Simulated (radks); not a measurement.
All-electron atom: the phosphorus ion P4+ in [Ne] 3s1. Method: non-relativistic Kohn-Sham, r2SCAN, spin-polarised, spherical densities, point nucleus; open shells are filled with parallel spins first; meta-GGA in the generalised Kohn-Sham scheme; computed with a radial shooting solver on a logarithmic mesh with Libxc functionals. Some entries of the table are withheld. Estimate them.

| orbital | occ. | eigenvalue (hartree) | <r^2> (bohr^2) | <r> (bohr) |
|---|---|---|---|---|
| 1s up | 1 | -78.95667 | 0.01454 | 0.1040 |
| 1s down | 1 | -78.94750 | 0.01454 | 0.1040 |
| 2s up | 1 | -8.58239 | 0.3182 | 0.5171 |
| 2s down | 1 | -8.57340 | 0.3183 | 0.5174 |
| 2p up | 3 | -6.73166 | 0.2896 | 0.4812 |
| 2p down | 3 | -6.71882 | 0.2881 | 0.4805 |
| 3s up | 1 | (1) | 2.921 | 1.605 |

Answer. 
(1) 3s up eigenvalue (hartree): -2.19352
